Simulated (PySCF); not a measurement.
C$_{2}$H$_{5}$Se (SMILES [CH2][Se]C), doublet, geometry from GFN2-xTB; SCAN/def2-SVP run with PySCF.

The PySCF input:
```python
from pyscf import gto, scf, dft

mol = gto.Mole()
mol.atom = '''
    C     1.49761263    0.16353966   -0.58909228
    Se   -0.00641801   -0.21359841    0.38267030
    C    -1.33162899    0.55167442   -0.83254576
    H     2.42913506   -0.14745875   -0.15117942
    H     1.49762313    1.05842432   -1.18733177
    H    -1.15487641    1.62127093   -0.92096503
    H    -1.23025095    0.07022799   -1.80212363
    H    -2.31932019    0.36859686   -0.41936231
'''
mol.basis = 'def2-svp'
mol.spin = 1
mol.verbose = 4
mol.build()

mf = dft.UKS(mol)
mf.xc = 'scan'
mf.grids.prune = None
mf.kernel()
mf.analyze()
```

**Question.** Predict the main parts of the log of this PySCF run.

**Answer.** 
```
PySCF version 2.14.0

[INPUT] verbose = 4
[INPUT] num. atoms = 8
[INPUT] num. electrons = 51
[INPUT] charge = 0
[INPUT] spin (= nelec alpha-beta = 2S) = 1
[INPUT] symmetry False subgroup None
[INPUT] Mole.unit = angstrom
[INPUT] Symbol           X                Y                Z      unit          X                Y                Z       unit  Magmom
[...]
nuclear repulsion = 178.217616538601
number of shells = 39
number of NR pGTOs = 157
number of NR cGTOs = 85
basis = def2-svp
ecp = {}

******** <class 'pyscf.dft.uks.UKS'> ********
method = UKS
initial guess = minao
damping factor = 0
level_shift factor = 0
DIIS = <class 'pyscf.scf.diis.CDIIS'>
diis_start_cycle = 1
diis_space = 8
diis_damp = 0
SCF conv_tol = 1e-09
SCF conv_tol_grad = None
SCF max_cycles = 50
direct_scf = True
direct_scf_tol = 1e-13
number electrons alpha = 26  beta = 25
XC library pyscf.dft.libxc version 7.1.2
    S. Lehtola, C. Steigemann, M. J. T. Oliveira, and M. A. L. Marques,  SoftwareX 7, 1–5 (2018)
XC functionals = scan
    J. Sun, A. Ruzsinszky, and J. P. Perdew,  Phys. Rev. Lett. 115, 036402 (2015)
    J. Sun, A. Ruzsinszky, and J. P. Perdew,  Phys. Rev. Lett. 115, 036402 (2015)
radial grids:
    Treutler-Ahlrichs [JCP 102, 346 (1995); DOI:10.1063/1.469408] (M4) radial grids

becke partition: Becke, JCP 88, 2547 (1988); DOI:10.1063/1.454033
pruning grids: None
grids dens level: 3
symmetrized grids: False
atomic radii adjust function: <function treutler_atomic_radii_adjust>
small_rho_cutoff = 0
Set gradient conv threshold to 3.16228e-05
tot grids = 159864
init E= -2479.64433532092

cycle= 1 E= -2480.47668453048  delta_E= -0.832  |g|= 0.281  |ddm|= 2.06
cycle= 2 E= -2480.40217657283  delta_E= 0.0745  |g|= 0.46  |ddm|= 0.736
cycle= 3 E= -2480.52199681837  delta_E= -0.12  |g|= 0.0399  |ddm|= 0.531
cycle= 4 E= -2480.52269013956  delta_E= -0.000693  |g|= 0.0326  |ddm|= 0.0983
cycle= 5 E= -2480.523243272  delta_E= -0.000553  |g|= 0.0118  |ddm|= 0.0427
cycle= 6 E= -2480.52333074406  delta_E= -8.75e-05  |g|= 0.0036  |ddm|= 0.0188
cycle= 7 E= -2480.52333933567  delta_E= -8.59e-06  |g|= 0.00114  |ddm|= 0.00537
cycle= 8 E= -2480.52334015703  delta_E= -8.21e-07  |g|= 0.000338  |ddm|= 0.00186
cycle= 9 E= -2480.52334026596  delta_E= -1.09e-07  |g|= 0.000105  |ddm|= 0.000745
cycle= 10 E= -2480.52334027569  delta_E= -9.73e-09  |g|= 2.32e-05  |ddm|= 0.000219
cycle= 11 E= -2480.52334027627  delta_E= -5.84e-10  |g|= 9.58e-06  |ddm|= 6.06e-05
[...]
converged SCF energy = -2480.52334027627  <S^2> = 0.75642028  2S+1 = 2.00641
Total Energy =                       -2480.523340276274212
[...]
spin_pop of  1 Se 5dx2-y2   -0.00000
spin_pop of  2 C 1s        0.00000
spin_pop of  2 C 2s       -0.00124
spin_pop of  2 C 3s        0.00002
spin_pop of  2 C 2px      -0.00339
spin_pop of  2 C 2py      -0.00258
spin_pop of  2 C 2pz      -0.00413
spin_pop of  2 C 3px       0.00004
spin_pop of  2 C 3py       0.00030
spin_pop of  2 C 3pz       0.00002
spin_pop of  2 C 3dxy      0.00004
spin_pop of  2 C 3dyz      0.00003
spin_pop of  2 C 3dz^2     0.00004
spin_pop of  2 C 3dxz     -0.00002
spin_pop of  2 C 3dx2-y2    0.00003
spin_pop of  3 H 1s       -0.01902
spin_pop of  3 H 2s        0.00003
spin_pop of  3 H 2px      -0.00006
spin_pop of  3 H 2py       0.00025
spin_pop of  3 H 2pz       0.00016
spin_pop of  4 H 1s       -0.01259
spin_pop of  4 H 2s       -0.00002
spin_pop of  4 H 2px       0.00000
spin_pop of  4 H 2py      -0.00003
spin_pop of  4 H 2pz       0.00036
spin_pop of  5 H 1s        0.00429
spin_pop of  5 H 2s        0.00004
spin_pop of  5 H 2px      -0.00001
spin_pop of  5 H 2py       0.00001
spin_pop of  5 H 2pz      -0.00000
spin_pop of  6 H 1s        0.00921
spin_pop of  6 H 2s        0.00037
spin_pop of  6 H 2px      -0.00001
spin_pop of  6 H 2py       0.00002
spin_pop of  6 H 2pz      -0.00001
spin_pop of  7 H 1s       -0.00006
spin_pop of  7 H 2s       -0.00001
spin_pop of  7 H 2px       0.00000
spin_pop of  7 H 2py      -0.00000
spin_pop of  7 H 2pz      -0.00000
 ** Mulliken Spin Density (per atom)  **
spin density of  0 C =      0.84204
spin density of  1 Se =      0.18589
spin density of  2 C =     -0.01084
spin density of  3 H =     -0.01864
spin density of  4 H =     -0.01228
spin density of  5 H =      0.00434
spin density of  6 H =      0.00957
spin density of  7 H =     -0.00007
 ** Mulliken pop alpha/beta on meta-lowdin orthogonal AOs **
 ** Mulliken pop       alpha | beta **
In total            26.00000 | 25.00000
 ** Mulliken atomic charges   ( Nelec_alpha | Nelec_beta ) **
charge of  0C =     -0.43412  (     3.63808      2.79604 )
charge of  1Se =      0.22151  (    16.98219     16.79630 )
charge of  2C =     -0.37453  (     3.18185      3.19269 )
charge of  3H =      0.11973  (     0.43082      0.44946 )
charge of  4H =      0.11021  (     0.43876      0.45103 )
charge of  5H =      0.11507  (     0.44463      0.44030 )
charge of  6H =      0.11982  (     0.44488      0.43531 )
charge of  7H =      0.12232  (     0.43881      0.43888 )
Dipole moment(X, Y, Z, Debye): -0.76119,  0.86511, -0.56462
```
